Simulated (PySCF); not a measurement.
Compound: C2H7BO2Se.
Z-matrix (Å and degrees, PBE0-D3(BJ)/def2-SVP geometry), rows numbered from 1:
```
C 
Se  1  1.9425
C   2  1.9505  1   96.89
B   3  1.5868  2  112.65  1    66.66
O   4  1.3585  3  121.94  2    18.84
O   4  1.3577  3  118.35  2  -161.27
H   1  1.0985  2  110.32  3    61.39
H   1  1.0983  2  107.28  3  -179.78
H   1  1.0987  2  110.50  3   -60.67
H   3  1.1006  2  110.14  1   -59.91
H   3  1.1034  2  105.43  1  -174.13
H   5  0.9722  4  109.48  3    -0.59
H   6  0.9642  4  111.41  3  -178.92
```

Method used: PySCF, PBE0-D3(BJ)/def2-SVP geometry optimisation, gas phase.

Take the most abundant isotopes and a rigid rotor. The values belong to one conformer with, in the numbering `[CH3:1][Se:2][CH2:3][B:4]([OH:5])[OH:6]`, C1–Se2–C3–B4 67°, Se2–C3–B4–O5 19°, C3–B4–O5–H -1°, C3–B4–O6–H -179°.

Question: What are A, B and C (MHz)?

Answer: Ia = 112.27, Ib = 414.84, Ic = 432.33 u·Å²; 505379 MHz·u·Å²/I gives A = 4502, B = 1218, C = 1169 MHz.

Question: Classify the top.

Answer: A near-prolate asymmetric top; Ray's κ = -0.970.

Question: What does the inertial defect say?

Answer: Not planar: Δ = Ic − Ia − Ib = -94.78 u·Å². For a rigid frame Δ = −2 Σ m c², so Σ m c² = 47.39 u·Å² lies off the ab plane: 9.48 from hydrogen and 37.91 from heavier atoms. The atom farthest from that plane is 2.03 Å away.

Question: Give the other two planar moments, Paa and Pbb, and the rms extents of the mass along the axes.

Answer: Paa = Σ m a² = (Ib + Ic − Ia)/2 = 367.45 and Pbb = Σ m b² = (Ia + Ic − Ib)/2 = 64.88 u·Å². With the mass M = 153.97 u, the rms extents √(P/M) along a, b and c are 1.54, 0.65, 0.55 Å.

Question: Where do the levels up to J = 2 lie, in MHz?

Answer: Above 0(0,0):
J = 1: 1(0,1) 2387, 1(1,1) 5671, 1(1,0) 5720
J = 2: 2(0,2) 7161, 2(1,2) 10396, 2(1,1) 10544, 2(2,1) 20394, 2(2,0) 20394
The levels of one J sum to (2J + 1)J(J + 1)(A + B + C)/3.

Question: Predict some low-J microwave lines.

Answer: The dipole components are |μa| = 0.00 D, |μb| = 0.84 D, |μc| = 0.29 D. Intensities carry the squares of the components, which stand as 0.00 : 1.00 : 0.12 (a : b : c). Some lines, for components of 0.1 D or more:

```json
{"type": "b", "branch": "R", "J(Ka,Kc)": "2(0,2) ← 1(1,1)", "MHz": "1490", "lower level (cm⁻¹)": "0.189"}
{"type": "c", "branch": "Q", "J(Ka,Kc)": "4(1,4) ← 4(0,4)", "MHz": "3068", "lower level (cm⁻¹)": "0.796"}
{"type": "c", "branch": "Q", "J(Ka,Kc)": "3(1,3) ← 3(0,3)", "MHz": "3163", "lower level (cm⁻¹)": "0.478"}
{"type": "b", "branch": "Q", "J(Ka,Kc)": "3(1,2) ← 3(0,3)", "MHz": "3458", "lower level (cm⁻¹)": "0.478"}
{"type": "b", "branch": "R", "J(Ka,Kc)": "3(0,3) ← 2(1,2)", "MHz": "3925", "lower level (cm⁻¹)": "0.347"}
{"type": "b", "branch": "R", "J(Ka,Kc)": "4(0,4) ← 3(1,3)", "MHz": "6381", "lower level (cm⁻¹)": "0.583"}
{"type": "c", "branch": "Q", "J(Ka,Kc)": "4(2,3) ← 4(1,3)", "MHz": "9679", "lower level (cm⁻¹)": "0.915"}
{"type": "b", "branch": "Q", "J(Ka,Kc)": "4(2,2) ← 4(1,3)", "MHz": "9687", "lower level (cm⁻¹)": "0.915"}
{"type": "c", "branch": "Q", "J(Ka,Kc)": "2(2,1) ← 2(1,1)", "MHz": "9850", "lower level (cm⁻¹)": "0.352"}
{"type": "b", "branch": "Q", "J(Ka,Kc)": "3(2,2) ← 3(1,3)", "MHz": "10072", "lower level (cm⁻¹)": "0.583"}
{"type": "b", "branch": "R", "J(Ka,Kc)": "3(1,3) ← 2(0,2)", "MHz": "10322", "lower level (cm⁻¹)": "0.239"}
{"type": "b", "branch": "R", "J(Ka,Kc)": "4(1,4) ← 3(0,3)", "MHz": "12612", "lower level (cm⁻¹)": "0.478"}
{"type": "b", "branch": "R", "J(Ka,Kc)": "2(2,1) ← 1(1,0)", "MHz": "14674", "lower level (cm⁻¹)": "0.191"}
{"type": "c", "branch": "R", "J(Ka,Kc)": "2(2,0) ← 1(1,0)", "MHz": "14674", "lower level (cm⁻¹)": "0.191"}
{"type": "c", "branch": "R", "J(Ka,Kc)": "2(2,1) ← 1(1,1)", "MHz": "14723", "lower level (cm⁻¹)": "0.189"}
{"type": "b", "branch": "R", "J(Ka,Kc)": "2(2,0) ← 1(1,1)", "MHz": "14724", "lower level (cm⁻¹)": "0.189"}
{"type": "b", "branch": "Q", "J(Ka,Kc)": "4(3,1) ← 4(2,2)", "MHz": "16534", "lower level (cm⁻¹)": "1.238"}
{"type": "b", "branch": "Q", "J(Ka,Kc)": "3(3,1) ← 3(2,2)", "MHz": "16541", "lower level (cm⁻¹)": "0.919"}
{"type": "b", "branch": "Q", "J(Ka,Kc)": "4(3,2) ← 4(2,3)", "MHz": "16542", "lower level (cm⁻¹)": "1.238"}
{"type": "c", "branch": "R", "J(Ka,Kc)": "4(2,2) ← 3(1,2)", "MHz": "19333", "lower level (cm⁻¹)": "0.593"}
{"type": "c", "branch": "R", "J(Ka,Kc)": "3(3,0) ← 2(2,0)", "MHz": "23702", "lower level (cm⁻¹)": "0.680"}
{"type": "b", "branch": "R", "J(Ka,Kc)": "3(3,0) ← 2(2,1)", "MHz": "23702", "lower level (cm⁻¹)": "0.680"}
{"type": "b", "branch": "R", "J(Ka,Kc)": "4(3,1) ← 3(2,2)", "MHz": "26091", "lower level (cm⁻¹)": "0.919"}
{"type": "c", "branch": "R", "J(Ka,Kc)": "4(4,0) ← 3(3,0)", "MHz": "32705", "lower level (cm⁻¹)": "1.471"}
{"type": "c", "branch": "R", "J(Ka,Kc)": "4(4,1) ← 3(3,1)", "MHz": "32705", "lower level (cm⁻¹)": "1.471"}
```

PBE0-D3(BJ)/def2-SVP frequencies: not computed here. Constants of a rigid frame at the computed geometry: no zero-point averaging, no centrifugal distortion. A rigid rotor knows nothing of internal rotation, which can split or shift real lines. Quadrupole hyperfine structure (11B) is left out.

Time: 4.3 min of wall time; peak memory 0.55 GiB. Hardware: one thread of an Arm Neoverse V1, shared host with 32 logical CPUs at a one-minute load of 33. That covers the optimisation of the geometry.
